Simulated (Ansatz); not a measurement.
Species: sum formula BNH4, charge 1, multiplicity 2. 
Coordinates optimised at B3LYP-D3(BJ)/def2-TZVP (Ansatz, a program for electronic structure):
```
B
N 1 1.4333
H 2 1.0247 1 123.33
H 2 1.0247 3 113.35 1 180.00
H 1 1.2015 2 119.65 3 79.26
H 1 1.2015 5 120.69 2 180.00
```
Charge +1, spin multiplicity 2.

Basis-set convergence of Hartree-Fock and CCSD(T) correlation energies (hartree) with Ansatz. Correlated levels leave the core frozen unless marked. UHF or UKS for open shells. No spin-orbit coupling. No relativistic terms.

```json
[
 {"basis": "def2-SVPD", "functions": "72", "E(HF)": "-81.09776", "E(corr, CCSD(T))": "-0.26757"},
 {"basis": "def2-TZVPPD", "functions": "142", "E(HF)": "[?]", "E(corr, CCSD(T))": "[?]"}
]
```

Task: What belongs in the gaps?

Result: 
- def2-TZVPPD, E(HF): -81.18997
- def2-TZVPPD, E(corr, CCSD(T)): -0.31185
